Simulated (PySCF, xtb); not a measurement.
3,3-difluoro-2-methylprop-1-ene (C₄H₆F₂), SMILES C=C(C)C(F)F.

Geometry optimised at PBE0-D3(BJ)/def2-SVP. Other conformers were not sampled.

These are C-PCM-M06-2X/def2-SVP in PySCF values and carry that method's errors.

The values are the electrostatic part of the solvation free energy, E(continuum) − E(gas) at the gas-phase geometry, in a cavity of scaled van der Waals radii (PySCF's table); cavitation and dispersion terms are not included. In vacuum the orbital gap is 9.89 eV. The dipole moment in vacuum is 2.14 D.

Q: Estimate the values in water (ε = 78.36), methanol (ε = 32.61), N,N-dimethylformamide (ε = 37.22). (An estimate is asked for; the answer gives what the named calculation found.)

A: 
```json
[
 {"solvent": "water", "ε": "78.36", "ΔG(elec) (kcal/mol)": "-3.3", "dipole (D)": "2.58", "gap (eV)": "9.89"},
 {"solvent": "methanol", "ε": "32.61", "ΔG(elec) (kcal/mol)": "-3.2", "dipole (D)": "2.57", "gap (eV)": "9.89"},
 {"solvent": "N,N-dimethylformamide", "ε": "37.22", "ΔG(elec) (kcal/mol)": "-3.2", "dipole (D)": "2.57", "gap (eV)": "9.89"}
]
```

For comparison, GFN2-xTB/ALPB(water) (xtb, at the GFN2-xTB geometry, all terms of that model) gives -2.9 kcal/mol.
